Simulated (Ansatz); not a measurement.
The cluster Zn₂Se (the lowest singlet isomer of a short search), 3 atoms. Hardware: 4 threads of INTEL XEON PLATINUM 8581C on a shared host.

The 6-31G sets use Cartesian d functions. Correlated methods freeze 27 core orbitals; core or outer-core shells of Se are correlated, in sets that lack core-valence functions.

Task: How many basis functions does each of these Ansatz runs have, and roughly what does it cost? PBE-D4/def2-SVP, charge 0 singlet, energy, from earlier orbitals; LDA (SPW92)/def2-TZVP, charge 0 triplet, energy, from earlier orbitals; HF/6-31G, charge 0 quintet, energy; RPA@PBE/def2-TZVP, charge 0 quintet, energy, from earlier orbitals; PBE-D4/def2-TZVPD, charge 0 singlet, energy, from earlier orbitals; PBE-D4/def2-TZVP, charge 0 singlet, energy and forces, from earlier orbitals; B3LYP-D4/6-31G, charge 0 singlet, energy; r2SCAN-D4/def2-TZVP, charge 1 doublet at the geometry of the charge 0 singlet, energy, from earlier orbitals; PBE-D4/def2-TZVP, charge 1 doublet at the geometry of the charge 0 singlet, energy, from earlier orbitals; PBE0-D4/def2-SVP, charge 0 triplet, energy with a search over starts; r2SCAN0-D4/def2-TZVP, charge 0 triplet, energy, from earlier orbitals; HF/6-31G, charge 0 triplet, energy.

Result: Other jobs shared the machine, so times can vary by a factor of up to 3. A dash marks memory too small to be measured apart from the calling script's.

```csv
run,functions,fitting or Cholesky vectors,wall time,peak host memory (GiB)
"PBE-D4/def2-SVP, charge 0 singlet, energy, from earlier orbitals",94,1062,0.45 s,–
"LDA (SPW92)/def2-TZVP, charge 0 triplet, energy, from earlier orbitals",144,1307,0.8 s,–
"PBE-D4/def2-TZVP, charge 0 singlet, energy and forces, from earlier orbitals",144,1307,0.85 s,–
"B3LYP-D4/6-31G, charge 0 singlet, energy",87,824,0.9 s,–
"HF/6-31G, charge 0 triplet, energy",87,826,0.9 s,–
"PBE-D4/def2-TZVPD, charge 0 singlet, energy, from earlier orbitals",159,1351,1.1 s,–
"HF/6-31G, charge 0 quintet, energy",87,826,1.1 s,–
"PBE0-D4/def2-SVP, charge 0 triplet, energy with a search over starts",94,900,1.9 s,–
"RPA@PBE/def2-TZVP, charge 0 quintet, energy, from earlier orbitals",144,1140,2.3 s,–
"PBE-D4/def2-TZVP, charge 1 doublet at the geometry of the charge 0 singlet, energy, from earlier orbitals",144,1307,3.3 s,–
"r2SCAN0-D4/def2-TZVP, charge 0 triplet, energy, from earlier orbitals",144,1146,3.9 s,0.55
"r2SCAN-D4/def2-TZVP, charge 1 doublet at the geometry of the charge 0 singlet, energy, from earlier orbitals",144,1307,7 s,–
```
